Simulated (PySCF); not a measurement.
Computed spin Hamiltonian

Compound: CH6ClFPSi2 (doublet state).
Structure used (GFN2-xTB), in Å, numbered top down from 1:
```xyz
12
CH6ClFPSi2 angstrom
F      3.134   -0.087    0.395
C      1.930    0.546    0.313
Cl     1.999    1.700   -1.050
Si     0.519   -0.730   -0.037
Si    -1.487    0.436   -0.284
P     -3.127   -1.012   -0.621
H      1.833    1.141    1.225
H      0.592   -1.654    1.104
H      0.982   -1.457   -1.220
H     -1.747    1.263    0.906
H     -1.497    1.332   -1.443
H     -3.131   -1.480    0.687
```

The hyperfine couplings belong to this conformer and change with its torsions.

As a line formula: `F[C@@H](Cl)[SiH2][SiH2][PH]` [radical].

The calculation used UKS B3LYP, pcH-1 on C Cl F H P Si, non-relativistic, mean-field spin-orbit, GIAO (PySCF). Isolated species at its GFN2-xTB geometry (one conformer only). The geometry wasn't refined by DFT: couplings that depend on bond lengths, twists or pyramidal angles can differ widely from those at the functional's own minimum, by a factor of two or more for some ions and for spin on atoms past the first row. The SCF solution wasn't tested for stability.

```json
{"g1, g2, g3": "2.00217, 2.00936, 2.02389", "g_iso": "2.01181", "Form of g": "rhombic: the two nearest values differ by 33 % of g3 − g1", "⟨S²⟩": "0.7535 (exact 0.7500)", "α and β electrons": "41, 40"}
```

Hyperfine couplings atom by atom, in G; T1 to T3 are the principal values of the dipolar part; ρ(0) is the spin density at the nucleus (MHz turned into gauss with g_iso; 10 G = 1 mT):

| atom | isotope | a_iso | of which spin–orbit | T1 | T2 | T3 | Mulliken spin population | ρ(0) (bohr⁻³) |
| --- | --- | --- | --- | --- | --- | --- | --- | --- |
| F1 | 19F | 3.2 | 0.0 | -3.0 | -2.7 | 5.7 | 0.00 | 0.0021 |
| C2 | 13C | 4.3 | 0.0 | -0.4 | -0.4 | 0.8 | 0.01 | 0.0108 |
| Cl3 | 35Cl | 0.0 | 0.0 | -0.1 | 0.0 | 0.1 | 0.00 | -0.0003 |
| Si4 | 29Si | -18.6 | 0.0 | -3.6 | 1.7 | 2.0 | 0.04 | 0.0590 |
| Si5 | 29Si | 10.1 | 0.0 | -0.7 | 0.0 | 0.7 | -0.04 | -0.0321 |
| P6 | 31P | 38.6 | -0.2 | -110.6 | -104.9 | 215.5 | 0.98 | 0.0603 |
| H7 | 1H | 0.0 | 0.0 | -0.3 | -0.1 | 0.4 | 0.00 | 0.0000 |
| H8 | 1H | -0.3 | 0.0 | -0.5 | -0.3 | 0.8 | 0.00 | -0.0002 |
| H9 | 1H | -0.6 | 0.0 | -0.5 | -0.3 | 0.8 | 0.00 | -0.0004 |
| H10 | 1H | 18.1 | 0.0 | -0.8 | -0.4 | 1.3 | 0.03 | 0.0114 |
| H11 | 1H | 1.4 | 0.0 | -0.8 | -0.7 | 1.4 | 0.00 | 0.0008 |
| H12 | 1H | -12.3 | 0.1 | -6.1 | 1.1 | 5.1 | -0.03 | -0.0078 |

The largest Mulliken spin population is on P6 (+0.98).

Under fast tumbling the dipolar parts average out, and these isotropic splittings remain: 1 × 31P (P6, I = 1/2, 2 lines) with 3.86 mT, 1 × 1H (H10, I = 1/2, 2 lines) with 1.81 mT, 1 × 1H (H12, I = 1/2, 2 lines) with 1.23 mT, 1 × 19F (F1, I = 1/2, 2 lines) with 0.32 mT, 1 × 1H (H11, I = 1/2, 2 lines) with 0.14 mT and 1 × 1H (H9, I = 1/2, 2 lines) with 0.06 mT.

The 13C coupling of C2 (12.1 MHz) shows only in satellite lines or after enrichment, since that isotope makes up about 1.07 % of natural carbon.

The 29Si coupling of Si4 (-52.3 MHz) shows only in satellite lines or after enrichment, since that isotope makes up about 4.7 % of natural silicon.
